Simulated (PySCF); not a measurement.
**BeF: frontier orbitals**

ωB97X at R = 1.373 Å; basis Be def2-TZVP, F def2-TZVP; no relativity; PySCF 2.14. State: ²Σ⁺ (doublet), unpaired electrons σ ↑. Only the outer orbitals are listed, counted within each symmetry.

```tsv
spin	orbital	occ.	ε (eV)	on Be (%)	main shells (%)
α	3σ	1	-34.92	10	89 F s
α	4σ	1	-15.83	12	84 F p
α	1π	1	-14.46	8	92 F p
α	1π	1	-14.46	8	92 F p
α	5σ	1	-8.57	99	73 Be s, 26 Be p
α	2π	0	1.60	99	97 Be p
α	2π	0	1.60	99	97 Be p
α	6σ	0	2.23	100	96 Be s
β	3σ	1	-34.90	10	89 F s
β	4σ	1	-15.75	12	84 F p
β	1π	1	-14.47	7	93 F p
β	1π	1	-14.47	7	93 F p
β	5σ	0	2.05	99	87 Be s
β	2π	0	4.50	101	102 Be p
β	2π	0	4.50	101	102 Be p
```

**Question.** Which are the highest filled and the lowest empty level, where do they sit, and how wide is the gap?

**Answer.** Highest filled α 5σ at -8.57 eV (in %: 73 Be s, 26 Be p); lowest empty α 2π at 1.60 eV (in %: 97 Be p); the gap at ωB97X is 10.17 eV. An empty level above zero is unbound, and its energy depends on the basis.

The bond order (Mayer) is 1.21, the ⟨S²⟩ is 0.751 and the charge on Be (Mulliken, basis-dependent) is 0.28. The charge on Be (Löwdin, basis-dependent) is 0.14 and the dipole moment (positive dipole means Be(−)F(+)) is -1.17 D.

Shares are Mulliken populations and can fall outside 0 to 100 %.

The state is the lowest determinant that a PBE0 search found; another state may lie lower at other levels.
